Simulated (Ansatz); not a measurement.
Diatomic CdF+, closed-shell singlet (lowest of 2S+1 = 1, 3 at CCSD(T)/def2-TZVPP on PBE0 minima; our sources give no spin for the ground state, which may be another). No spin–orbit coupling.

Constants: fifth-degree fit in 1/R to seven points, most abundant isotopes. Runs in def2 and cc sets follow the lowest solution found near the PBE0 minimum. The singlet is held restricted.

Correlated levels freeze the inner cores; with def2 sets outer-core shells near the valence are correlated too.

Programs: Ansatz (a first-principles code) with Gaussian orbitals. Each number belongs to the level named beside it. In def2 rows elements past Kr take small-core potentials, without spin–orbit coupling.

Energies at B2PLYP/def2-TZVPP:

```tsv
R (Å)	E (hartree)
1.767441	-267.16646462
1.814953	-267.17285666
1.858664	-267.17603014
1.908077	-267.17715999
1.957489	-267.17626300
2.014503	-267.17334234
2.081020	-267.16812267
```

Problem. With a reduced mass of 16.2826 u, find the minimum, the force constant and the constants.

Solution. A fifth-degree polynomial in 1/R puts the minimum at r_e = 1.9087 Å with force constant 359 N/m. Then ω_e = (1/2πc)√(k/μ) = 612 cm⁻¹ and B_e = h/(8π²cμr_e²) = 0.2842 cm⁻¹; the cubic and quartic terms give α_e = 0.0020 and ω_e x_e = 3.3 cm⁻¹.
